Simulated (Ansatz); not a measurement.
C₂H₆AlF, triplet, at a GFN2-xTB geometry (such geometries of metal compounds can be far from the true shape) (a higher spin typed on purpose: for a closed-shell molecule this is an excited state). Base run: CAM-B3LYP/aug-cc-pVDZ in Ansatz (a first-principles code).

Geometry (Å):
```xyz
10

Al     0.1998    -0.1931     0.1754
C      1.8643    -0.0141    -1.3313
H      2.7115    -0.5950    -0.9826
H      2.1019     1.0415    -1.4042
H      1.4736    -0.3940    -2.2689
C     -1.3399    -0.4927     1.7916
H     -2.2036    -0.9433     1.3150
H     -1.5752     0.4922     2.1797
H     -0.9192    -1.1374     2.5560
F     -0.8148     0.7875    -0.7152
```
Charge 0, spin multiplicity 3.
Orbitals are unrestricted.
All else is at Ansatz's defaults.
Base energy -421.95249 Eh.

The base run was repeated with changes; each row names its change, and settings that it needs were set with it.

```
change                                                           ΔE vs base (mEh)
---------------------------------------------------------------  ----------------
base                                                                        0.000
point_charge = charge:1.0 position_ang:-2.0356, -3.3213, 4.5038            -8.577
lower_state_search = off                                                    0.000
final_grid = 14, 28, 59                                                     0.000
nuclear_model = gaussian                                                    0.155
final_grid = 6, 12, 29                                                     -0.001
accuracy = high                                                            -0.008
point_charge = charge:-1.0 position_ang:-4.1861, 2.8325, -2.382             7.314
forces = on                                                                -0.008
fitting.mean_field = def2-universal-JKFIT                                  -0.067
lower_state_search = full                                                   0.000
```
